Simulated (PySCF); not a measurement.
A GIAO shielding run with PySCF 2.14 (density fitting, non-relativistic, gas phase) on SMILES C=CC[C@@H](O[SiH3])C(F)F, C5H10F2OSi:

```
$ OMP_NUM_THREADS=1 python probes_run.py task.json out

{"job": {"kind": "nmr", "xc": "PBE0", "basis": "pcSseg-1"}, "charge": 0, "multiplicity": 1}
C     -2.925167    -0.450397    -0.654164
C     -1.717841    -0.870112    -0.273575
C     -0.983154    -0.380030     0.934909
C      0.368717     0.244667     0.603872
O      1.156353    -0.684256    -0.083316
Si     2.822203    -0.644500    -0.267566
C      0.224868     1.504714    -0.231977
F     -0.477579     2.429653     0.456316
F      1.460610     2.015002    -0.471602
H     -3.411826    -0.851433    -1.547196
H     -3.475579     0.304643    -0.082681
H     -1.192281    -1.623791    -0.870870
H     -1.586657     0.352989     1.491346
H     -0.780865    -1.226822     1.612210
H      0.858768     0.564177     1.545541
H      3.433298     0.042979     0.910145
H      3.259845    -2.067538    -0.316429
H      3.230776     0.033599    -1.529836
H     -0.269778     1.322907    -1.200657
```

Hardware: 1 thread of an Intel Xeon, shared host. The job also computes population analyses, field gradients.

Problem. How large is the calculation?

Solution. 80 electrons, 210 basis functions and 1111 auxiliary functions.

Problem. How long does it take, and how much memory does it need?

Solution. 2.2 min of wall time, with 14 SCF cycles and 5 response iterations; peak memory 0.94 GiB. Times on a shared host scatter by some tens of per cent.

Problem. And these other runs on the same molecule and hardware: GIAO shielding at wB97X-D/pcSseg-1?

Solution. wB97X-D/pcSseg-1: 210 functions, 120 s.
